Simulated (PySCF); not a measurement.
## `FC(F)[C@@H]1CC[C@H](F)C1=S`: 4 charge schemes on one density

Compound: C₆H₇F₃S.
Z-matrix (Å and degrees, GFN2-xTB geometry), rows numbered from 1:
```
F 
C   1  1.3543
F   2  1.3492  1  106.25
C   2  1.5295  1  110.19  3   120.96
C   4  1.5350  2  114.54  1   -71.66
C   5  1.5300  4  103.76  2  -153.41
C   6  1.5263  5  103.88  4    37.84
F   7  1.3811  6  110.15  5    85.94
C   4  1.5042  2  112.51  1   168.72
S   9  1.6114  4  125.80  2   -45.36
H   2  1.1011  1  108.17  3  -115.90
H   4  1.0976  2  105.94  1    50.48
H   5  1.0878  4  112.24  2    84.54
H   5  1.0908  4  109.40  2   -36.34
H   6  1.0903  5  110.87  4   -79.36
H   6  1.0878  5  112.59  4   158.04
H   7  1.0952  6  114.77  5  -154.85
```

Density: PBE0/pcSseg-1 (PySCF); schemes: Mulliken, IAO, Hirshfeld and ESP-fitted. Geometry: GFN2-xTB, one conformer, isolated molecule.

Question: For which atoms does the sign change between the 4 schemes (beyond +0.03 e in one, beyond −0.03 e in another)?

Answer: C9.

Question: Which atoms carry the lowest charge in the Mulliken, IAO, Hirshfeld and ESP-fitted schemes?

Answer: The schemes don't all agree: Mulliken C4 (-0.324); IAO F8 (-0.314); Hirshfeld F8 (-0.109); ESP-fitted F8 (-0.236).

Question: Which atoms carry the highest charge in the Mulliken, IAO, Hirshfeld and ESP-fitted schemes?

Answer: All schemes agree: Mulliken C2 (+0.600); IAO C2 (+0.453); Hirshfeld C2 (+0.147); ESP-fitted C2 (+0.344).

Question: What partial charge does each atom carry?

Answer: In e:

```tsv
atom	environment	Mulliken	IAO	Hirshfeld	ESP-fitted
F1	fluorine of a CF2 group	-0.305	-0.306	-0.107	-0.234
C2	CHF2 carbon	+0.600	+0.453	+0.147	+0.344
F3	fluorine of a CF2 group	-0.291	-0.297	-0.092	-0.179
C4	sp3 CH carbon	-0.324	-0.171	-0.050	-0.044
C5	ring CH2 carbon	-0.156	-0.270	-0.075	-0.011
C6	ring CH2 carbon	-0.204	-0.284	-0.076	-0.067
C7	sp3 C–F carbon	+0.282	+0.163	+0.057	+0.244
F8	alkyl fluorine	-0.321	-0.314	-0.109	-0.236
C9	thiocarbonyl carbon	-0.282	-0.064	+0.040	-0.038
S10	thiocarbonyl sulfur	+0.029	-0.009	-0.061	-0.131
H11	methine hydrogen	+0.113	+0.151	+0.035	+0.044
H12	methine hydrogen	+0.178	+0.177	+0.058	+0.097
H13	methylene hydrogen	+0.140	+0.152	+0.048	+0.028
H14	methylene hydrogen	+0.150	+0.156	+0.038	+0.057
H15	methylene hydrogen	+0.130	+0.145	+0.048	+0.046
H16	methylene hydrogen	+0.146	+0.163	+0.053	+0.052
H17	methine hydrogen	+0.115	+0.156	+0.046	+0.030
```

Mean size of the charges over all atoms: Mulliken 0.222 e, IAO 0.202 e, ESP-fitted 0.111 e, Hirshfeld 0.067 e. Each set sums to the total charge, 0, to within 0.001 e. The IAO scheme projects the occupied orbitals on a minimal set of polarised atomic orbitals and counts the electrons in each atom's part of it. The Mulliken scheme gives each basis function's population to the atom it is centred on and halves the overlap population of two atoms between them.

Question: How many electrons does the ESP-fitted scheme count on C4?

Answer: Z − q = 6 − (-0.044) = 6.044.

Question: Sum the charges by element, for elements with more than one atom.

Answer: 
```
element  atoms  Mulliken     IAO  Hirshfeld  ESP-fitted
      F      3    -0.918  -0.918     -0.308      -0.650
      C      6    -0.084  -0.173     +0.043      +0.428
      H      7    +0.973  +1.100     +0.325      +0.353
```
